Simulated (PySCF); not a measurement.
This PySCF input asks for the NMR shieldings of SMILES [C@H]1([SiH3])C[C@](CC)(C(=O)F)C1, C7H13FOSi; the geometry comes from GFN2-xTB.

```python
import basis_set_exchange as bse
import numpy as np
from pyscf import gto, dft
from pyscf.prop import nmr

atoms = """
C    -2.703819    0.446026    0.259470
C    -1.537749   -0.490220    0.557488
C    -0.401818   -0.321130   -0.452357
C    -0.865560   -0.632942   -1.835036
O    -0.777184   -0.010366   -2.834206
F    -1.431525   -1.882020   -1.891436
C     0.890224   -1.121628   -0.143338
C     1.709147    0.180285   -0.222379
Si    2.790658    0.599643    1.283173
C     0.404496    0.986982   -0.381946
H    -3.143112    0.217652   -0.709337
H    -2.371151    1.481495    0.246983
H    -3.475711    0.340941    1.018006
H    -1.143242   -0.282968    1.554640
H    -1.882044   -1.526865    0.539018
H     0.860785   -1.579385    0.844017
H     1.149002   -1.888775   -0.872073
H     2.298513    0.211781   -1.140012
H     3.891656   -0.359508    1.361053
H     3.287078    1.967343    1.138975
H     1.957903    0.496459    2.484958
H     0.147625    1.594420    0.483619
H     0.341078    1.599763   -1.279201
"""
names = dict.fromkeys(["C", "O", "F", "Si", "H"], "pcSseg-1")
basis = {el: gto.basis.parse(bse.get_basis(n, elements=[el], fmt="nwchem")) for el, n in names.items()}
mol = gto.M(atom=atoms, basis=basis, charge=0, verbose=0)
mf = dft.RKS(mol, xc="PBE0")
mf.grids.level = 2
mf.grids.alignment = dft.numint.BLKSIZE   # the property module wants whole blocks of grid points
mf.conv_tol = 1e-9
mf.kernel()

calc = nmr.RKS(mf)   # GIAO
C = mf.mo_coeff
Co = C[:, mf.mo_occ > 0]
resp = mf.gen_response(singlet=True, hermi=2)
def vind(x):   # induced exchange potential for any number of trial vectors
    d = np.einsum("pi,xij,qj->xpq", C, 2 * x.reshape(-1, C.shape[1], Co.shape[1]), Co, optimize=True)
    return np.einsum("xpq,pi,qj->xij", resp(d - d.transpose(0, 2, 1)), C, Co, optimize=True).ravel()
mo1, _ = nmr.rhf.solve_mo1(calc, with_cphf=vind)
sigma = calc.kernel(mo1)
for i, s in enumerate(sigma):   # ppm
    print("%2d %-2s %9.2f" % (i, mol.atom_pure_symbol(i), np.trace(s) / 3))
```

Problem. What are the results?

Solution. 
```
 0 C     175.46
 1 C     150.19
 2 C     140.14
 3 C       9.75
 4 O    -122.13
 5 F     150.99
 6 C     150.17
 7 C     179.03
 8 Si    410.87
 9 C     155.66
10 H      31.10
11 H      30.80
12 H      30.68
13 H      30.11
14 H      29.54
15 H      29.75
16 H      29.09
17 H      29.74
18 H      27.80
19 H      27.78
20 H      28.02
21 H      30.08
22 H      28.61
```

These numbers come from an equivalent density-fitted implementation of the same equations, which agrees with the script to about 0.01 ppm for H and up to a few tenths of a ppm for heavy atoms, so last digits may differ.

Size and cost of the density-fitted run: 242 basis functions, about 2.5 core-minutes.
